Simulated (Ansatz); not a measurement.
TiOBr, SMILES [O]=[Ti][Br] (connectivity only; charge and spin as stated), neutral, multiplicity 2.

The structure is a stationary point at B3LYP-D3(BJ)/def2-TZVP. The spin state was assumed, not searched.

Two levels are set side by side: PBE/def2-TZVPD (Ansatz, a program for electronic structure) and CAM-B3LYP/def2-TZVPD (Ansatz). Energy differences of separate SCF runs at the same geometry; the states with an electron removed or added have multiplicity 1 and 3. Differences are taken from unrounded values.

```tsv
quantity	CAM-B3LYP
vertical ionisation energy (eV)	8.94
vertical electron affinity (eV)	1.54
```

Question: What does PBE give, and how far is it from CAM-B3LYP? (The exact figures need the calculation; the answer reports its results.)

Answer: 
```csv
quantity,PBE,PBE minus CAM-B3LYP
vertical ionisation energy (eV),8.02,-0.91
vertical electron affinity (eV),1.46,-0.08
```
